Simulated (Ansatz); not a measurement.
`C=CB(C)C=N`. Total charge 0; spin multiplicity 1.

```csv
atom,x (Å),y (Å),z (Å)
C1,0.968,1.757,0.882
C2,0.563,0.488,0.981
B3,-0.070,-0.299,-0.193
C4,-0.337,0.300,-1.611
C5,-0.501,-1.796,0.059
N6,-0.968,-2.244,1.157
H7,0.847,2.321,-0.038
H8,1.439,2.286,1.706
H9,0.731,-0.009,1.937
H10,-1.378,0.127,-1.908
H11,-0.117,1.361,-1.735
H12,0.259,-0.258,-2.345
H13,-0.500,-2.515,-0.772
H14,-0.937,-1.517,1.879
```

Problem. List the harmonic frequencies (cm⁻¹, unscaled) at PBE0-D4/def2-TZVP in Ansatz. (Best estimate.)

Solution. The calculation gave: 55, 76, 83, 188, 262, 313, 387, 499, 580, 683, 716, 826, 891, 1011, 1029, 1056, 1152, 1174, 1188, 1248, 1328, 1329, 1431, 1443, 1453, 1456, 1672, 1682, 3026, 3034, 3081, 3123, 3136, 3142, 3223, 3402.

Problem. Is this a minimum?

Solution. Yes, all 36 modes are real.

Problem. Give the ideal-gas thermochemistry at 298.15 K and 1 bar (rigid rotor, harmonic oscillator; point group C1, symmetry number 1).

Solution. Zero-point energy 301.3 kJ/mol; H(298) − E = 324.7 kJ/mol; entropy 366.2 J/(mol·K), of which translation 163.7, rotation 113.2, vibration 89.3; G(298) − E = 215.5 kJ/mol. Modes under 100 cm⁻¹ are hindered rotations or soft bends, so the harmonic entropy is rough.

Problem. And at 400, 500, 600, 800 and 1000 K?

Solution. 
| T (K) | H − E (kJ/mol) | S (J/mol/K) | G − E (kJ/mol) |
| --- | --- | --- | --- |
| 400 | 338.1 | 404.8 | 176.2 |
| 500 | 354.0 | 440.1 | 133.9 |
| 600 | 372.0 | 472.9 | 88.3 |
| 800 | 413.4 | 532.3 | -12.4 |
| 1000 | 460.3 | 584.4 | -124.2 |

Problem. Rotational constants (cm⁻¹)?

Solution. 0.1714, 0.08379, 0.05792.
